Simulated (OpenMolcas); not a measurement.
# Kr III: the spin-orbit constant, Slater's ratio, worked from levels

```
Program             : OpenMolcas 26.06
Basis               : ANO-RCC-VDZP [5s4p2d]
Scalar Hamiltonian  : DKH2, point nucleus
Active space        : 4 electrons in 3 orbitals (4p)
State averaging     : 2S+1 = 3 even, 3 roots; 2S+1 = 1 even, 6 roots
Spin-orbit coupling : RASSI with atomic mean-field integrals over the reference wave functions, term energies averaged over their components
```

Methods: CASSCF; SS-CASPT2, IPEA 0.25 Eh, imaginary shift 0.1 Eh (closed shells correlated: 3d 4s). Measured levels: Saloman, J. Phys. Chem. Ref. Data 36, 215 (2007).

**The spin-orbit constant.** For the Hund term 3P of p4, E(J) = (A/2) J(J+1) + constant and ζ = -2S·A = -2A. From J = 0 to J = 2 the energy changes by 3 A.

```json
{"Source": "CASSCF", "E(2) - E(0)": "-5292.4", "A": "-1764.1", "ζ": "3528"}
{"Source": "SS-CASPT2", "E(2) - E(0)": "-5189.9", "A": "-1730.0", "ζ": "3460"}
{"Source": "measured", "E(2) - E(0)": "-5312.9", "A": "-1771.0", "ζ": "3542"}
```

All in cm-1. SS-CASPT2 is off by -2.3 % and CASSCF by -0.4 %. Both methods take the spin-orbit matrix elements from the reference wave functions, so the second can move ζ only through the term energies and any multistate remixing. Second-order mixing with other terms is absorbed into this ζ.

**Slater's ratio.** With one set of orbitals, p4 has 1D - 3P = 6 F2 and 1S - 1D = 9 F2 (F2 = F²/25), a ratio of 3/2. Term energies are centres of gravity, weighted by 2J + 1.

| Source | 1D - 3P | 1S - 3P | F2 from the first | Ratio |
| --- | --- | --- | --- | --- |
| CASSCF | 15063 | 36856 | 2510 | 1.447 |
| SS-CASPT2 | 14029 | 32665 | 2338 | 1.328 |
| measured | 12538 | 30973 | 2090 | 1.470 |

Energies in cm-1. A ratio away from 3/2 shows effects beyond one configuration with one set of orbitals, and in heavier atoms second-order spin-orbit shifts.

CASPT2 breaks the degeneracy within a term, and the mean is taken; among the terms shown or strongly mixed into the levels shown the widest spread is 120 cm-1 (4s2 4p4 1D, SS-CASPT2). With the s shell closed, the reference lacks s² → p² mixing. Computed and measured levels are paired by configuration, term and J; levels that our copy of the source lacks, or whose pairing is in doubt (as where it misses far off the trend of its configuration), stay unpaired and out of the deviations. Only configurations of the active space appear.
